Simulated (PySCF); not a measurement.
Computed shifts of a molecule C6H14, HF/pcSseg-1 run with PySCF, GIAO, gas phase, atoms alike by connectivity averaged where their shifts nearly agree, in ppm (number of nuclei): ¹³C: 32.1 (2), 26.6 (1), 24.9 (1), 18.6 (1), 16.5 (1). ¹H: 1.67 (1), 1.51 (1), 1.42 (1), 1.37 (1), 1.36 (1), 1.34 (6), 1.32 (1), 1.20 (1), 0.95 (1). References: ¹³C against TMS (σ = 192.6 ppm); ¹H against TMS (σ = 31.99 ppm), references at their B3LYP-D3(BJ)/def2-TZVP geometries, non-relativistic. Coordinates come from a B3LYP-D3(BJ)/def2-SVP optimisation. One conformer was computed; it need not be the lowest.

Which molecule gave these data?
A) CC(C)C(C)C
B) CCCC(C)C
C) CCCCCC
D) CCC(C)(C)C

C, CCCCCC
